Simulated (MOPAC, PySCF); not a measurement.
HBO, SMILES `O=B`, neutral singlet in the gas phase. 

Cartesian coordinates (Å):
```xyz
3

B     -0.0083     0.0155     0.0000
O      1.1626    -0.2376     0.0000
H     -1.1543     0.2631     0.0000
```
Charge 0, multiplicity 1.

All levels are single points at this geometry (PBE0-D4/def2-TZVP); Pople sets use spherical d functions. Orbital energies aren't observables, and empty levels follow the basis.

B3LYP/3-21G in PySCF gives HOMO (eV) = -10.10.

### Question
Estimate the HOMO (eV) from each of these levels: B3LYP-D3(BJ)/def2-TZVP in PySCF; PBE0-D4/def2-TZVP in PySCF; M06-2X/6-31G* in PySCF; HF/6-31G* in PySCF; AM1 in MOPAC.

### Answer

```
level                            HOMO (eV)
-------------------------------  ---------
B3LYP-D3(BJ)/def2-TZVP in PySCF     -10.16
PBE0-D4/def2-TZVP in PySCF          -10.43
M06-2X/6-31G* in PySCF              -11.71
HF/6-31G* in PySCF                  -13.93
AM1 in MOPAC                        -14.01
```
